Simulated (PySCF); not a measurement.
BiFCl2, SMILES [F][Bi]([Cl])[Cl].

Geometry optimised at PBE-D3(BJ)/def2-SVP. The def2 effective core potentials stand for the cores of Bi; spin–orbit coupling is left out.

All values below come from TDDFT-B3LYP/def2-SVPD run with PySCF.

Vertical excitations. Isolated molecule, no solvent. State labels are in the subgroup Cs.

```json
[
 {"state": "S1", "symmetry": "A\"", "energy (eV)": "5.02", "λ (nm)": "247", "f": "0.004", "main pairs": "HOMO−1→LUMO 78 %, HOMO−2→LUMO 12 %"},
 {"state": "S2", "symmetry": "A'", "energy (eV)": "5.05", "λ (nm)": "246", "f": "0.027", "main pairs": "HOMO→LUMO 94 %"},
 {"state": "S3", "symmetry": "A\"", "energy (eV)": "5.09", "λ (nm)": "243", "f": "0.001", "main pairs": "HOMO−2→LUMO 84 %"},
 {"state": "S4", "symmetry": "A'", "energy (eV)": "5.27", "λ (nm)": "235", "f": "0.002", "main pairs": "HOMO−3→LUMO 75 %, HOMO−1→LUMO+2 16 %"},
 {"state": "S5", "symmetry": "A'", "energy (eV)": "5.39", "λ (nm)": "230", "f": "0.000", "main pairs": "HOMO−1→LUMO+2 79 %"},
 {"state": "S6", "symmetry": "A\"", "energy (eV)": "5.39", "λ (nm)": "230", "f": "0.000", "main pairs": "HOMO−1→LUMO+1 96 %"},
 {"state": "S7", "symmetry": "A'", "energy (eV)": "5.44", "λ (nm)": "228", "f": "0.010", "main pairs": "HOMO→LUMO+1 86 %"},
 {"state": "S8", "symmetry": "A\"", "energy (eV)": "5.49", "λ (nm)": "226", "f": "0.008", "main pairs": "HOMO−2→LUMO+1 58 %, HOMO→LUMO+2 37 %"},
 {"state": "S9", "symmetry": "A'", "energy (eV)": "5.51", "λ (nm)": "225", "f": "0.003", "main pairs": "HOMO−2→LUMO+2 92 %"},
 {"state": "S10", "symmetry": "A\"", "energy (eV)": "5.68", "λ (nm)": "218", "f": "0.005", "main pairs": "HOMO−3→LUMO+2 80 %"},
 {"state": "T1", "symmetry": "A'", "energy (eV)": "4.52", "λ (nm)": "274", "f": "0", "main pairs": "HOMO→LUMO 94 %"},
 {"state": "T2", "symmetry": "A\"", "energy (eV)": "4.60", "λ (nm)": "270", "f": "0", "main pairs": "HOMO−1→LUMO 90 %"},
 {"state": "T3", "symmetry": "A\"", "energy (eV)": "4.74", "λ (nm)": "262", "f": "0", "main pairs": "HOMO−2→LUMO 73 %, HOMO→LUMO+2 17 %"},
 {"state": "T4", "symmetry": "A\"", "energy (eV)": "4.88", "λ (nm)": "254", "f": "0", "main pairs": "HOMO→LUMO+2 70 %, HOMO−2→LUMO 16 %"}
]
```
Triplets are in the Tamm–Dancoff approximation, which puts them higher than full response would, so one can lie above its singlet here.
